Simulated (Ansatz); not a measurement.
One change: `C[O][SnH2][Br]` becomes `C[O][SnH2][SeH]`.

Ansatz, PBE0-D4/def2-TZVP geometries, multiplicity 1. Each molecule was computed in one conformer, which needn't be the lowest.

Elements past krypton have def2 core potentials. Scalar relativity is left out up to krypton.

```
                                                                                  property  `C[O][SnH2][Br]`
                                        size of the dipole moment (ωB97M-V/def2-TZVPP) / D              1.86
                                                     HOMO–LUMO gap (B3LYP/def2-TZVPP) / eV              6.37
                                            zero-point energy (PBE0-D4/def2-TZVP) / kJ/mol             147.3
ideal-gas entropy at 298 K and 1 bar (rigid rotor, harmonic PBE0-D4/def2-TZVP) / J/(mol·K)               369
                                            size of the dipole moment (PBE/def2-TZVPP) / D              1.71
                                                         LUMO energy (PBE/def2-TZVPP) / eV             -1.95
```

Problem. What does the change do to each property? (An estimate is asked.)

Solution. The calculation gave: 
```tsv
property	`C[O][SnH2][SeH]`	shift
size of the dipole moment (ωB97M-V/def2-TZVPP) / D	1.50	-0.36
HOMO–LUMO gap (B3LYP/def2-TZVPP) / eV	5.84	-0.53
zero-point energy (PBE0-D4/def2-TZVP) / kJ/mol	165.9	18.6
ideal-gas entropy at 298 K and 1 bar (rigid rotor, harmonic PBE0-D4/def2-TZVP) / J/(mol·K)	384	15
size of the dipole moment (PBE/def2-TZVPP) / D	1.33	-0.38
LUMO energy (PBE/def2-TZVPP) / eV	-1.69	0.26
```

With PBE0 the HOMO rises by 0.75 eV and the LUMO rises by 0.23 eV, so the gap narrows by about 0.52 eV. PBE moves the HOMO by 0.37 eV and ωB97M-V by 0.96 eV. The zero-point energy changes by 18.6 kJ/mol with +3 modes. Dipoles are sizes alone; their direction can turn. Modes under 60 cm⁻¹, often nearly free rotors, make the harmonic entropy too high.

B3LYP here is the variant with VWN-RPA as its local correlation; programs differ in this.

Spin–orbit coupling is left out; it splits and shifts lone-pair levels of the heavy atoms by tenths of an eV.
